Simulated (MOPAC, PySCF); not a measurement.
H2AlBrS2, SMILES `[SH][Al]([SH])[Br]` (H–S–Al–Br torsion -180°, Br–Al–S–H torsion 0°), neutral singlet in the gas phase. 

Cartesian coordinates (Å):
```xyz
6

S      2.0857     0.5761     0.5115
Al    -0.0464     0.3855     0.1330
S     -0.8834    -1.4623    -0.6574
Br    -1.3667     2.1565     0.5827
H      2.3491    -0.6769     0.0957
H     -2.1383    -0.9787    -0.6655
```
Charge 0, spin multiplicity 1.

All levels are single points at this geometry (B3LYP-D3(BJ)/def2-TZVP); Pople sets use spherical d functions. Orbital energies aren't observables, and empty levels follow the basis.

```tsv
level	HOMO (eV)	LUMO (eV)	gap (eV)	dipole (D)	vertical IE, Delta-SCF (eV)
ωB97X-D3(BJ)/def2-TZVP in PySCF	-10.31	0.99	11.30	1.01	10.30
B3LYP/3-21G in PySCF	-7.73	-1.42	6.31	1.23	–
B3LYP/6-311+G** (LANL2DZ on Br) in PySCF	-7.72	-1.53	6.19	1.27	–
B3LYP/LANL2DZ in PySCF	-7.85	-1.60	6.24	1.44	–
M06-2X/6-31G* in PySCF	-9.04	-0.40	8.64	1.19	–
PBE/6-31G* in PySCF	-6.66	-1.85	4.81	1.15	–
HF/3-21G in PySCF	-10.98	1.45	12.43	1.37	–
HF/6-31G* in PySCF	-10.70	1.83	12.53	1.17	9.74
HF/STO-3G in PySCF	-7.26	7.72	14.98	1.68	–
AM1 in MOPAC	-9.90	-1.86	8.04	1.61	–
PM3 in MOPAC	-10.24	-3.62	6.62	3.65	–
PM6 in MOPAC	-9.82	0.03	9.85	1.21	–
PM7 in MOPAC	-10.22	-1.28	8.94	1.52	–
```
